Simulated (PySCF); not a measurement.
An unknown shows these calculated signals:

$^{1}$H NMR (500 MHz, computed): δ 9.80 (m, 2H), 4.77 (m, 3H), 2.85 (m, 6H).

$^{13}$C{$^{1}$H} NMR (computed): δ 186.9 (CH), 37.6 (CH3).

- PBE0/pcSseg-1 with gauge-including orbitals
- coordinates at the GFN2-xTB level
- run in PySCF 2.14
- no relativistic terms, in vacuum, single conformer, averaged over atoms made equivalent by symmetry, fast rotation or ring inversion

δ = σ(ref) − σ, references computed at the same level: $^{1}$H, $^{13}$C vs TMS.

Which of these does the molecule contain: a non-aromatic C=C double bond, a Si–H bond, an N-methyl group, a heteroaromatic ring, an aldehyde, a CH3CH2 unit?

Results:


- A non-aromatic C=C double bond: yes.
- A Si–H bond: yes (δH 4.77 (m)).
- An N-methyl group: yes (δC 37.6; δH 2.85 (m)).
- A heteroaromatic ring: no.
- An aldehyde: no.
- A CH3CH2 unit: no.

The data belong to `N(=P1(N(C)C)C=C1)[SiH3]`, C4H11N2PSi; they needn't prove each group on their own.

Carbon signals by region: 1 in the far downfield region (above 160 ppm), 1 below 50 ppm. Above 160 ppm: 186.9, alkene CH.

Splittings by $^{31}$P in the carbon and heteronuclear signals aren't shown, as no couplings were computed. Shifts are as computed. Against solution values, carbons near 30 ppm lie about +3 ppm off and those near 130 ppm about +5 ppm. Of 1211 compounds with measured shifts, 218 miss one by over three times the rms of a fit or turn the order of signals round; such compounds aren't used in these exercises. Multiplicities follow the n + 1 count of equivalent neighbours, as no J values were calculated; m marks all less simple cases, F and P coupling included.
